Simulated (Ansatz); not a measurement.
Born–Oppenheimer molecular dynamics of ClFH6W (9 atoms, charge 0, multiplicity 1). It starts at the highest image of a converged band. Of that band: The profile has 2 maxima (images 2, 4) with wells between them (image 3): this band takes more than one step, which may be the mechanism or a detour left from its start path. Neighbouring images differ by up to 1.6 eV, so the band resolves the path poorly. A vibrational analysis at the climbing image gives one clearly imaginary mode, 1542i cm⁻¹: a first-order saddle point.

Level of theory: RHF/def2-SVP (Ansatz).

```json
{
  "ensemble": "NVE (velocity Verlet)",
  "time step": "0.5 fs",
  "steps asked": "200",
  "starting velocities drawn for": "100 K",
  "seed": "10521"
}
```

Frames 1 fs apart, positions in Å.

Velocities at 45.0 fs (Å/ps):

```
W 0.75 -0.84 -2.40
F 4.54 -1.25 16.24
H -5.45 13.20 7.02
H -9.28 -0.20 17.09
Cl -2.54 1.22 2.73
H 17.10 14.45 28.43
H -13.96 27.78 26.70
H -54.72 25.93 -20.19
H -67.30 52.90 -22.69
```

```xyz
9
Properties=species:S:1:pos:R:3 time_fs=45.0 energy_less_start_eV=-1.098 T=1314
W -0.483 -0.035 0.164
F 0.210 0.276 1.771
H 0.977 0.124 -0.533
H 0.448 1.308 -0.058
Cl -2.475 -0.810 -0.855
H 0.318 -1.455 -0.189
H -0.518 0.740 -1.307
H -3.311 2.398 0.412
H -3.007 2.837 0.943
9
Properties=species:S:1:pos:R:3 time_fs=46.0 energy_less_start_eV=-1.180 T=1404
W -0.482 -0.036 0.162
F 0.214 0.275 1.789
H 0.973 0.138 -0.528
H 0.438 1.308 -0.041
Cl -2.478 -0.809 -0.852
H 0.335 -1.441 -0.159
H -0.532 0.768 -1.281
H -3.366 2.425 0.393
H -3.074 2.889 0.919
9
Properties=species:S:1:pos:R:3 time_fs=47.0 energy_less_start_eV=-1.247 T=1478
W -0.481 -0.037 0.159
F 0.219 0.274 1.808
H 0.973 0.152 -0.525
H 0.427 1.310 -0.025
Cl -2.480 -0.807 -0.849
H 0.354 -1.429 -0.128
H -0.548 0.797 -1.257
H -3.418 2.454 0.377
H -3.144 2.939 0.893
9
Properties=species:S:1:pos:R:3 time_fs=48.0 energy_less_start_eV=-1.298 T=1534
W -0.481 -0.038 0.156
F 0.225 0.273 1.828
H 0.977 0.167 -0.527
H 0.416 1.313 -0.009
Cl -2.483 -0.806 -0.846
H 0.375 -1.419 -0.096
H -0.564 0.828 -1.237
H -3.469 2.486 0.363
H -3.214 2.985 0.863
9
Properties=species:S:1:pos:R:3 time_fs=49.0 energy_less_start_eV=-1.328 T=1567
W -0.480 -0.039 0.153
F 0.230 0.272 1.849
H 0.985 0.182 -0.533
H 0.406 1.320 0.005
Cl -2.485 -0.805 -0.842
H 0.398 -1.413 -0.065
H -0.580 0.860 -1.220
H -3.520 2.519 0.351
H -3.285 3.031 0.833
9
Properties=species:S:1:pos:R:3 time_fs=50.0 energy_less_start_eV=-1.335 T=1575
W -0.479 -0.040 0.150
F 0.234 0.271 1.870
H 0.994 0.197 -0.543
H 0.395 1.329 0.018
Cl -2.488 -0.803 -0.839
H 0.422 -1.411 -0.035
H -0.597 0.893 -1.207
H -3.572 2.550 0.337
H -3.355 3.078 0.804
9
Properties=species:S:1:pos:R:3 time_fs=51.0 energy_less_start_eV=-1.320 T=1558
W -0.479 -0.040 0.147
F 0.238 0.270 1.892
H 1.002 0.211 -0.555
H 0.384 1.341 0.030
Cl -2.490 -0.802 -0.835
H 0.448 -1.411 -0.008
H -0.613 0.925 -1.196
H -3.624 2.579 0.321
H -3.424 3.128 0.777
9
Properties=species:S:1:pos:R:3 time_fs=52.0 energy_less_start_eV=-1.281 T=1515
W -0.478 -0.041 0.144
F 0.242 0.269 1.914
H 1.009 0.224 -0.569
H 0.373 1.355 0.041
Cl -2.493 -0.800 -0.832
H 0.473 -1.412 0.016
H -0.629 0.955 -1.187
H -3.678 2.607 0.303
H -3.493 3.179 0.752
9
Properties=species:S:1:pos:R:3 time_fs=53.0 energy_less_start_eV=-1.222 T=1450
W -0.477 -0.042 0.142
F 0.245 0.267 1.935
H 1.011 0.237 -0.584
H 0.361 1.370 0.051
Cl -2.495 -0.799 -0.828
H 0.498 -1.412 0.037
H -0.644 0.982 -1.177
H -3.731 2.635 0.286
H -3.561 3.229 0.726
9
Properties=species:S:1:pos:R:3 time_fs=54.0 energy_less_start_eV=-1.158 T=1380
W -0.476 -0.043 0.139
F 0.247 0.265 1.955
H 1.008 0.248 -0.600
H 0.348 1.384 0.060
Cl -2.497 -0.797 -0.824
H 0.520 -1.410 0.053
H -0.658 1.004 -1.167
H -3.783 2.666 0.272
H -3.630 3.275 0.698
9
Properties=species:S:1:pos:R:3 time_fs=55.0 energy_less_start_eV=-1.101 T=1317
W -0.475 -0.044 0.136
F 0.249 0.263 1.974
H 0.999 0.257 -0.615
H 0.333 1.397 0.068
Cl -2.500 -0.796 -0.820
H 0.540 -1.405 0.064
H -0.670 1.020 -1.155
H -3.835 2.700 0.259
H -3.700 3.319 0.667
9
Properties=species:S:1:pos:R:3 time_fs=56.0 energy_less_start_eV=-1.052 T=1263
W -0.474 -0.044 0.134
F 0.250 0.261 1.993
H 0.984 0.264 -0.630
H 0.316 1.409 0.075
Cl -2.502 -0.794 -0.815
H 0.556 -1.396 0.070
H -0.681 1.030 -1.142
H -3.886 2.737 0.248
H -3.770 3.360 0.636
```

Of the whole run (100 fs, mean temperature of the second half 1460 K): The conserved energy stayed within 0.076 meV per atom of its start (net change -0.00056 meV per atom), so the integration is sound. The kinetic energy rose, since the run started high on the potential surface and went downhill. It ends in pieces (ClFH4W + H2), so much of that is their flight and rotation, not heat. A run of 0.1 ps of so small a system gives no equilibrium averages. The orbitals stay closed-shell, which can raise the energy where a bond breaks towards radicals; this wasn't checked here.

Time of the run: 11 min on 1 thread of Arm Neoverse N1, with other jobs on the host, peak memory 0.17 GiB.
